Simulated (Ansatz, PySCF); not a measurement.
Dissociation curve of H₃B, SMILES B. The B1–H4 bond (B1 also carries H, H; H4 carries nothing else) is varied alone, starting from the PBE0/def2-TZVP optimised geometry.

- RKS-PBE = restricted PBE/cc-pVDZ run with Ansatz (a quantum-chemistry and plane-wave program)
- UKS-PBE = Ansatz with unrestricted PBE/cc-pVDZ
- UKS-r2SCAN = unrestricted r2SCAN/cc-pVDZ (PySCF)
- UCCSD(T) = PySCF 2.14.0 with CCSD(T) on UHF/cc-pVDZ, 1 core orbital frozen

Energies relative to the lowest point of each curve near equilibrium, in mEh; the last columns give the difference from UCCSD(T):

| R / Å | RKS-PBE | UKS-PBE | UKS-r2SCAN | UCCSD(T) | RKS-PBE − UCCSD(T) | UKS-PBE − UCCSD(T) | UKS-r2SCAN − UCCSD(T) |
|---|---|---|---|---|---|---|---|
| 0.90 | 73.1 | 73.1 | 71.2 | 73.4 | -0.3 | -0.3 | -2.2 |
| 0.97 | 38.3 | 38.3 | 36.7 | 38.1 | 0.2 | 0.2 | -1.4 |
| 1.00 | 27.8 | 27.8 | 26.4 | 27.5 | 0.3 | 0.3 | -1.1 |
| 1.07 | 11.0 | 11.0 | 10.0 | 10.6 | 0.4 | 0.4 | -0.6 |
| 1.12 | 4.2 | 4.2 | 3.6 | 3.9 | 0.4 | 0.4 | -0.3 |
| 1.16 | 1.2 | 1.2 | 0.9 | 1.0 | 0.3 | 0.3 | -0.1 |
| 1.19 | 0.1 | 0.1 | 0.0 | 0.0 | 0.1 | 0.1 | 0.0 |
| 1.23 | 0.0 | 0.0 | 0.2 | 0.0 | 0.0 | 0.0 | 0.1 |
| 1.26 | 0.7 | 0.7 | 1.1 | 0.9 | -0.2 | -0.2 | 0.2 |
| 1.30 | 2.6 | 2.6 | 3.3 | 3.0 | -0.4 | -0.4 | 0.3 |
| 1.40 | 10.8 | 10.8 | 12.2 | 11.8 | -1.1 | -1.1 | 0.4 |
| 1.48 | 19.7 | 19.7 | 21.7 | 21.3 | -1.6 | -1.6 | 0.4 |
| 1.60 | 35.1 | 35.1 | 38.0 | 37.6 | -2.4 | -2.4 | 0.5 |
| 1.77 | 58.6 | 58.6 | 62.6 | 61.8 | -3.2 | -3.2 | 0.8 |
| 1.95 | 82.9 | 82.9 | 88.0 | 86.3 | -3.5 | -3.5 | 1.7 |
| 2.14 | 106.4 | 106.4 | 112.6 | 109.2 | -2.9 | -2.9 | 3.4 |
| 2.37 | 131.1 | 131.1 | 134.6 | 131.4 | -0.3 | -0.3 | 3.2 |
| 2.60 | 151.7 | 148.6 | 146.9 | 147.8 | 4.0 | 0.9 | -0.8 |
| 2.92 | 174.2 | 160.6 | 157.1 | 161.8 | 12.5 | -1.1 | -4.6 |
| 3.21 | 189.4 | 165.4 | 162.2 | 167.0 | 22.3 | -1.6 | -4.8 |
| 3.60 | 203.8 | 167.8 | 165.8 | 169.0 | 34.7 | -1.2 | -3.3 |
| 4.16 | 216.4 | 168.9 | 167.7 | 169.6 | 46.7 | -0.8 | -1.9 |

RKS-PBE is furthest from UCCSD(T) at 4.16 (46.7 mEh, above); its mean absolute difference over the points is 6.3 mEh.

UKS-PBE is furthest from UCCSD(T) at 1.95 (-3.5 mEh, below); its mean absolute difference over the points is 1.1 mEh.

UKS-r2SCAN is furthest from UCCSD(T) at 3.21 (-4.8 mEh, below); its mean absolute difference over the points is 1.5 mEh.

The restricted form behind RKS-PBE keeps the bonding electrons paired and can't separate into open-shell fragments. The unrestricted determinant behind UKS-PBE is spin-contaminated at 2.60 to 4.16 Å (<S²> up to 1.0, against 0.00 for a pure singlet). The unrestricted determinant behind UKS-r2SCAN is spin-contaminated at 2.37 to 4.16 Å (<S²> up to 1.0, against 0.00 for a pure singlet). The unrestricted determinant behind UCCSD(T) is spin-contaminated at 1.95 to 4.16 Å (<S²> up to 1.0, against 0.00 for a pure singlet).
